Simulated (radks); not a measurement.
Results of a calculation; reference values are marked as such.
Q: The mean radii <r> (bohr) of the occupied orbitals of an atom or ion are listed with their occupations. Code: a radial shooting solver on a logarithmic mesh with Libxc functionals. Model: Dirac Kohn-Sham, PBEsol, spin-unpolarised, spherical densities, finite nucleus; Fermi nuclear charge, rms radius of each element as measured or else 0.836 A^(1/3) + 0.57 fm.

orbital      occ.      <r>
1s1/2           1  0.05755
2s1/2           2   0.2422
2p1/2    0.666667   0.2052
2p3/2     1.33333   0.2078
3p1/2    0.333333   0.5477
3p3/2    0.666667   0.5514

Name the element and its charge. Open shells, if any, are shared by 2j + 1.

A: Z = 26, iron, charge +20: Fe20+ in 1s1 2s2 2p2 3p1. The 1s radius gives Z: for a bare nucleus <r> = (2 gamma + 1)/(2Z) with gamma = sqrt(1 - (Z/c)^2), 0.05699 bohr for Z = 26, and screening makes it slightly larger (0.05755 here). The occupations add up to 6, and the charge is Z minus that.
